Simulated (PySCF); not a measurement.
# Computed properties of Mg(iPr)(OH) (C3H8MgO), SMILES C[CH](C)[Mg][OH]

Mg(iPr)(OH) (C3H8MgO), SMILES C[CH]([Mg][OH])C. Coordinates come from a r2SCAN-D4/def2-SVP optimisation. Other conformers were not sampled. All values are computed for the isolated molecule unless a solvent is named; none is compared with measurement here.

**Structure.** The optimised structure has Cs symmetry. All 33 harmonic modes at r2SCAN-D4/def2-SVP (PySCF) are real, so it is a minimum. With heavy atoms numbered as in [Mg:1]([CH:2]([CH3:3])[CH3:4])[OH:12], the shortest bond between them is C2–C3 at 1.535 Å and the longest Mg1–C2 at 2.120 Å.

**Vibrations.** The strongest infrared lines (harmonic, unscaled, degenerate partners summed) lie at 173 cm⁻¹ (162 km/mol, H 68 %, O 14 %, Mg 11 %), 178 cm⁻¹ (143 km/mol, H 84 %, O 11 %), 2966 cm⁻¹ (111 km/mol, H 96 %). The softest mode is at 73 cm⁻¹ and the zero-point energy is 65.0 kcal/mol.

**Electronic structure.** HF/def2-TZVP (PySCF) places the frontier levels at -8.95 and 1.32 eV, a gap of 10.27 eV, and gives a dipole moment of 0.45 D and a mean polarisability of 58.8 bohr³. PBE/def2-TZVP (PySCF) at the same geometry gives -5.26 and -1.48 eV, so its gap is 6.49 eV narrower. An orbital gap is neither the optical nor the fundamental gap.

**Excitations.** TDA-B3LYP/def2-SVPD (PySCF) has S1 at 4.74 eV (261 nm, f = 0.175, bright); the most intense of the 10 singlets computed lies at 4.74 eV (f = 0.18). T1 (TDA) is at 3.75 eV, 0.99 eV under S1. TDA-PBE/def2-SVPD (PySCF) puts S1 at 4.43 eV. No vertical singlet excitation falls in the visible range (under 3.1 eV).

**NMR.** GIAO shifts at HF/pcSseg-1 (PySCF) (non-relativistic, atoms alike by connectivity averaged): ¹³C from 5.9 to 26.3 ppm against TMS; ¹H from 0.3 to 1.6 ppm against TMS.
